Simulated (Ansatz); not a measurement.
P₇S₂⁺. Charge 1, multiplicity 1. Geometry PBE-D4/def2-SVP, basis def2-TZVP, Ansatz.

Cartesian coordinates in Å:
```
P -1.283 -0.660 1.402
P 2.120 0.355 0.925
P -1.083 -1.876 -1.379
P -0.514 0.197 -1.979
P -2.227 -0.024 -0.562
P 1.296 2.353 0.350
P 1.489 0.751 -1.220
S 0.261 1.075 1.896
S -0.059 -2.171 0.565
```

```csv
run,HOMO (eV),LUMO (eV)
A,-10.99,-7.59
B,-10.86,-7.86
C,-10.51,-8.18
D,-12.00,-6.56
E,-11.23,-7.50
F,-10.29,-8.18
```

B3LYP takes the VWN-RPA correlation. HSE06 is defined as in plane-wave codes, on full-range PBE exchange. Another isomer (singlet) lies 0.80 eV lower at PBE0-D4/def2-TZVP; other spin states weren't run for this one.

**Question.** The runs used B3LYP, BHLYP, HSE06, PBE, PBE0, r2SCAN. Estimate which is which.

**Answer.** A B3LYP (20 % exact exchange); B HSE06 (range-separated); C r2SCAN (0 % exact exchange); D BHLYP (50 % exact exchange); E PBE0 (25 % exact exchange); F PBE (0 % exact exchange). Exact exchange lowers occupied and raises empty levels; among semilocal functionals meta-GGAs tend to open the gap a little, and such runs are hard to tell apart. The gap grows from 2.12 eV (PBE) to 5.43 eV (BHLYP).
